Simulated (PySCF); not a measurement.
# TcH: frontier orbitals

PBE0 at R = 1.643 Å; PySCF, scalar-relativistic core potentials, basis sets Tc def2-TZVPP with ECP28, H def2-TZVPP. State: ⁵Π (quintet), unpaired electrons σ ↑, π ↑, δ ↑↑. Only the outer orbitals are listed, counted within each symmetry, core potentials removing the inner ones.

```csv
spin,orbital,occ.,ε (eV),on Tc (%),main shells (%)
α,3σ,1,-8.57,57,"48 Tc d, 43 H s"
α,1δ,1,-7.05,99,96 Tc d
α,2π,1,-7.04,100,100 Tc d
α,1δ,1,-7.00,100,100 Tc d
α,2π,1,-5.88,100,100 Tc d
α,4σ,1,-5.77,96,"62 Tc s, 33 Tc d"
α,5σ,0,-1.58,86,"60 Tc p, 14 Tc s, 14 H s"
α,3π,0,-0.72,100,100 Tc p
α,3π,0,-0.51,100,100 Tc p
β,2σ,1,-44.81,99,99 Tc p
β,1π,1,-44.48,100,100 Tc p
β,1π,1,-44.44,100,100 Tc p
β,3σ,1,-8.12,35,"65 H s, 22 Tc d, 11 Tc s"
β,2π,1,-4.41,99,99 Tc d
β,4σ,0,-1.68,102,"79 Tc s, 19 Tc d"
β,2π,0,-1.01,99,99 Tc d
β,1δ,0,-0.87,96,"76 Tc d, 19 Tc p"
```

Problem. Which are the highest filled and the lowest empty level, where do they sit, and how wide is the gap?

Solution. Highest filled β 2π at -4.41 eV (in %: 99 Tc d); lowest empty β 4σ at -1.68 eV (in %: 79 Tc s, 19 Tc d); the gap at PBE0 is 2.73 eV.

The bond order (Mayer) is 0.99. The ⟨S²⟩ is 6.025, the charge on Tc (Mulliken, basis-dependent) is 0.16 and the charge on Tc (Löwdin, basis-dependent) is 0.19. The dipole moment (positive dipole means Tc(−)H(+)) is -2.44 D and the polarisability along the bond is 54.2 bohr³. The polarisability across the bond is 52.9 bohr³.

Shares are Mulliken populations and can fall outside 0 to 100 %.

Spin–orbit coupling is left out. With d or f electrons several states lie close, and the lowest PBE0 determinant need not be the measured ground state.
